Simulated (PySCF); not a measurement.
**How methods differ on the ionisation energy of Te**

Te [Kr] 4d10 5s2 5p4 (3P) → Te⁺ [Kr] 4d10 5s2 5p3 (4S), as a difference of total energies. Computed with PySCF 2.14 in aug-cc-pVDZ-PP with ECP28MDF, with scalar relativity through the core potential. Correlated levels: valence: 4s2 4p6 4d10 frozen. The calculations carry no spin-orbit coupling.

```json
{"method": "UHF", "ionisation energy (eV)": "7.702", "error (eV)": "-1.047"}
{"method": "MP2 (valence)", "ionisation energy (eV)": "8.121", "error (eV)": "-0.628"}
{"method": "SCS-MP2 (valence)", "ionisation energy (eV)": "8.134", "error (eV)": "-0.615"}
{"method": "CCSD (valence)", "ionisation energy (eV)": "8.166", "error (eV)": "-0.583"}
{"method": "CCSD(T) (valence)", "ionisation energy (eV)": "8.183", "error (eV)": "-0.566"}
{"method": "CCSDT (valence)", "ionisation energy (eV)": "8.186", "error (eV)": "-0.563"}
```

Reference: 8.749 eV (measured; NIST levels, between the centres of gravity of the two terms).

Errors of the correlated levels include the incompleteness of this basis and the frozen core.
